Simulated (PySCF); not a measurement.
Compound: C₉H₁₀O.
Geometry (PBE0-D3(BJ)/def2-SVP, Å), atoms numbered from 1 in this order:
```
atom  x, y, z in Å
C1     3.724   -0.036   -0.458
C2     2.572   -0.365   -1.055
C3     1.219   -0.266   -0.496
C4     0.120   -0.619   -1.293
C5    -1.182   -0.543   -0.808
C6    -1.431   -0.106    0.494
C7    -2.840   -0.052    1.031
O8    -3.819    0.093    0.042
C9    -0.340    0.253    1.295
C10    0.959    0.171    0.814
H11    3.768    0.364    0.559
H12    4.677   -0.156   -0.978
H13    2.614   -0.756   -2.078
H14    0.296   -0.963   -2.316
H15   -2.027   -0.824   -1.440
H16   -2.904    0.739    1.804
H17   -3.069   -1.001    1.546
H18   -3.634    0.910   -0.435
H19   -0.514    0.608    2.316
H20    1.788    0.457    1.465
```

Method: PySCF, PBE0-D3(BJ)/def2-SVP geometry optimisation, gas phase.

Masses are those of the commonest isotopes; rigid-rotor values at the optimised geometry. The values belong to one conformer with, in the numbering `[CH2:1]=[CH:2][c:3]1[cH:4][cH:5][c:6]([CH2:7][OH:8])[cH:9][cH:10]1`, C1–C2–C3–C4 178°, C5–C6–C7–O8 -26°, C6–C7–O8–H -59°.

(1) Give the principal moments of inertia and the rotational constants in GHz.

(2) Classify the top.

(3) Is it planar, by Δ = Ic − Ia − Ib?

(4) Give the other two planar moments, Paa and Pbb, and the rms extents of the mass along the axes.

(5) Where do the levels up to J = 4 lie, in MHz?

(6) Which lines would a microwave search look for?

(7) Estimate the classical rotational partition function at 25 K, 100 K and 500 K.

## Answers

(1) Ia = 113.17, Ib = 748.86, Ic = 851.01 u·Å²; 505379 MHz·u·Å²/I gives 4466, 674.9 and 593.9 MHz, that is A = 4.4657, B = 0.6749, C = 0.5939 GHz.

(2) A near-prolate asymmetric top. Ray's parameter κ = (2B − A − C)/(A − C) = -0.958; −1 is the prolate and +1 the oblate limit.

(3) Not planar: Δ = Ic − Ia − Ib = -11.02 u·Å². For a rigid frame Δ = −2 Σ m c², so Σ m c² = 5.51 u·Å² lies off the ab plane: 3.22 from hydrogen and 2.29 from heavier atoms. The atom farthest from that plane is 1.23 Å away.

(4) Paa = Σ m a² = (Ib + Ic − Ia)/2 = 743.35 and Pbb = Σ m b² = (Ia + Ic − Ib)/2 = 107.66 u·Å². With the mass M = 134.07 u, the rms extents √(P/M) along a, b and c are 2.35, 0.90, 0.20 Å.

(5) Above 0(0,0):
J = 1: 1(0,1) 1269, 1(1,1) 5060, 1(1,0) 5141
J = 2: 2(0,2) 3805, 2(1,2) 7516, 2(1,1) 7759, 2(2,1) 19131, 2(2,0) 19133
J = 3: 3(0,3) 7606, 3(1,3) 11200, 3(1,2) 11686, 3(2,2) 22938, 3(2,1) 22944, 3(3,1) 42095, 3(3,0) 42095
J = 4: 4(0,4) 12668, 4(1,4) 16110, 4(1,3) 16920, 4(2,3) 28011, 4(2,2) 28031, 4(3,2) 47172, 4(3,1) 47172, 4(4,1) 73989, 4(4,0) 73989

(6) The dipole components are |μa| = 0.64 D, |μb| = 0.64 D, |μc| = 0.87 D. The squared components, which scale the intensities, stand as 0.53 : 0.54 : 1.00 (a : b : c). Some lines, for components of 0.1 D or more:

| type | branch | J(Ka,Kc) | MHz | lower level (cm⁻¹) |
| --- | --- | --- | --- | --- |
| a | R | 2(1,2) ← 1(1,1) | 2456 | 0.169 |
| a | R | 3(0,3) ← 2(0,2) | 3801 | 0.127 |
| a | R | 3(2,2) ← 2(2,1) | 3806 | 0.638 |
| b | Q | 1(1,0) ← 1(0,1) | 3872 | 0.042 |
| a | R | 3(1,2) ← 2(1,1) | 3927 | 0.259 |
| b | R | 1(1,1) ← 0(0,0) | 5060 | 0.000 |
| a | R | 4(3,1) ← 3(3,0) | 5077 | 1.404 |
| c | R | 1(1,0) ← 0(0,0) | 5141 | 0.000 |
| b | R | 2(1,2) ← 1(0,1) | 6247 | 0.042 |
| b | Q | 3(2,2) ← 3(1,3) | 11738 | 0.374 |
| b | R | 2(2,1) ← 1(1,0) | 13991 | 0.171 |
| c | R | 4(2,2) ← 3(1,2) | 16345 | 0.390 |
| b | R | 4(2,2) ← 3(1,3) | 16831 | 0.374 |
| c | Q | 3(3,1) ← 3(2,1) | 19151 | 0.765 |
| b | Q | 3(3,0) ← 3(2,1) | 19151 | 0.765 |

(7) Point group C1, symmetry number σ = 1; q = (√π/σ)·√((kT/h)³/(ABC)), k/h = 20836.6 MHz/K: 15800 at 25 K, 126000 at 100 K, 1410000 at 500 K.

No PBE0-D3(BJ)/def2-SVP frequencies stand behind this structure, so it isn't proved a minimum. Constants of a rigid frame at the computed geometry: no zero-point averaging, no centrifugal distortion.
